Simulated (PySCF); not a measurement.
# Mn⁺: interval between two levels

Mn⁺ [Ar] 3d5 4s1 [7S3, M_J = 3] → Mn⁺ [Ar] 3d4 4s2 [5D4, M_J = 4], as a difference of total energies. Computed with PySCF 2.14 in x2c-SVPall-2c with one added diffuse shell each of s, d type (6s5p4d1f, 48 functions), with the two-component X2C-1e Hamiltonian. Correlated levels: [Ne] frozen; the 6 highest virtual spinors dropped. "Screened" scales the spin-orbit matrix elements by Boettger's factors to mimic the two-electron term; Breit and QED terms are absent.

```json
{"method": "GHF (spin-free)", "interval between two levels (cm⁻¹)": "61695"}
{"method": "GMP2 (spin-free)", "interval between two levels (cm⁻¹)": "59923"}
{"method": "GHF (screened spin-orbit)", "interval between two levels (cm⁻¹)": "62068"}
{"method": "GMP2 (screened spin-orbit)", "interval between two levels (cm⁻¹)": "60297"}
```

The labels give the starting determinants; with spin-orbit coupling the two ends relaxed to ⟨J²⟩ = 12.00, ⟨L²⟩ = 0.00, ⟨S²⟩ = 12.00 and ⟨J²⟩ = 20.03, ⟨L²⟩ = 6.03, ⟨S²⟩ = 6.00.
